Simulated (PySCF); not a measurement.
BeH₂.

```xyz
3

Be     0.0000     0.0000     0.0000
H      0.0000     0.0000    -1.3362
H      0.0000     0.0000     1.3362
```
Charge 0, spin multiplicity 1.

The structure is a stationary point at PBE0-D3(BJ)/def2-TZVPD. The isomer is the one that the SMILES or the coordinates give; other isomers of the formula were not compared.

The numbers are results of PBE/pcSseg-2 (PySCF), not measurements. Non-relativistic, no solvent.

Question: Give the absolute GIAO shielding of each atom: isotropic value and principal components (ppm). (The exact figures need the calculation; the answer reports its results.)

Answer: 
```tsv
atom	σ(iso)	σ11	σ22	σ33	span
Be1	74.3	36.7	36.7	149.4	112.7
H2	28.0	26.5	26.5	30.9	4.4
H3	28.0	26.5	26.5	30.9	4.4
```
